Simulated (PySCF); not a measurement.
A species of formula C7H7NO has this rotational fingerprint, computed with PBE0/def2-SVPD in PySCF (dipole) on a GFN2-xTB geometry, gas phase:

- Rotational constants: A = 3790, B = 1250, C = 945.6 MHz
- Dipole components: |μa| = 0.88 D, |μb| = 0.55 D, |μc| = 0.00 D
- Inertial defect: -3.15 u·Å²
- κ: -0.79

Question: Which structure is it? (One computed conformer of each.)
A. `[CH3:1][C:2]#[C:3][C:4]#[C:5][C:6](=[O:7])[NH:8][CH3:9]` with C5–C6–N8–C9 179°
B. `[CH2:1]=[CH:2][c:3]1[cH:4][n:5][cH:6][cH:7][c:8]1[OH:9]` with C1–C2–C3–C4 -33°, C7–C8–O9–H 178°
C. `[O:1]=[CH:2][NH:3][C:4]1=[CH:5][C@@H:6]2[CH:7]=[CH:8][C@H:9]12` with O1–C2–N3–C4 0°, C2–N3–C4–C5 -178°
D. `[CH3:1][C:2](=[O:3])[c:4]1[cH:5][cH:6][cH:7][n:8][cH:9]1` with C1–C2–C4–C5 180°
E. `C[C@@H]1C=COC(C#N)=C1`

Answer: D. It is CC(=O)c1cccnc1, an asymmetric top, point group Cs. The candidates at the same level (rigid rotor, commonest isotopes):

| SMILES | A (MHz) | B (MHz) | C (MHz) | μa (D) | μb (D) | μc (D) | Δ (u·Å²) | point group | rotor |
| --- | --- | --- | --- | --- | --- | --- | --- | --- | --- |
| C[C@@H]1C=COC(C#N)=C1 | 3246 | 1233 | 945.6 | 4.97 | 0.01 | 0.51 | -31.11 | C1 | asymmetric top |
| CC#CC#CC(=O)NC | 7758 | 491.7 | 465.1 | 2.27 | 3.95 | 0.02 | -6.46 | near Cs | near-prolate asymmetric top |
| CC(=O)c1cccnc1 | 3790 | 1250 | 945.6 | 0.88 | 0.55 | 0.00 | -3.15 | Cs | asymmetric top |
| C=Cc1cnccc1O | 2637 | 1597 | 1007 | 2.15 | 1.55 | 0.03 | -6.15 | C1 | asymmetric top |
| O=CNC1=C[C@@H]2C=C[C@H]12 | 3758 | 1317 | 1077 | 0.28 | 3.10 | 1.36 | -48.95 | C1 | asymmetric top |

`C=Cc1cnccc1O` has A 30 % too low; `CC#CC#CC(=O)NC` has A 105 % too high; `C[C@@H]1C=COC(C#N)=C1` has A 14 % too low; `O=CNC1=C[C@@H]2C=C[C@H]12` has C 14 % too high. In the right answer the mirror of this Cs structure is the ab plane, so μc vanishes by symmetry. No structure here is proved a minimum.
